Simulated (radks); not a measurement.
Neutral rhodium, configuration [Kr] 4d8 5s1. All-electron calculation, Dirac Kohn-Sham, BLYP, spin-unpolarised, spherical densities, point nucleus; open shells fill j = l - 1/2 first. Program: a radial shooting solver on a logarithmic mesh with Libxc functionals.

Unscreened Slater integrals over Kohn-Sham orbitals (cm^-1). Large and small components are both included.

F0(5s1/2,5s1/2): 60102
F0(5s1/2,4d5/2): 74137
G2(5s1/2,4d5/2): 14049
F0(5s1/2,4d3/2): 74345
G2(5s1/2,4d3/2): 13565
F0(5s1/2,4p3/2): 77531
G1(5s1/2,4p3/2): 4106.3
F0(4d5/2,4d5/2): 125460
F2(4d5/2,4d5/2): 60345
F4(4d5/2,4d5/2): 38771
F0(4d5/2,4d3/2): 126520
F2(4d5/2,4d3/2): 60911
G2(4d5/2,4d3/2): 60885
G4(4d5/2,4d3/2): 39141
F0(4d5/2,4p3/2): 146880
F2(4d5/2,4p3/2): 69509
G1(4d5/2,4p3/2): 86216
G3(4d5/2,4p3/2): 52200
F0(4d3/2,4d3/2): 127600
F2(4d3/2,4d3/2): 61503
F0(4d3/2,4p3/2): 148460
F2(4d3/2,4p3/2): 70691
G1(4d3/2,4p3/2): 88015
G3(4d3/2,4p3/2): 53320
F0(4p3/2,4p3/2): 181090
F2(4p3/2,4p3/2): 94691
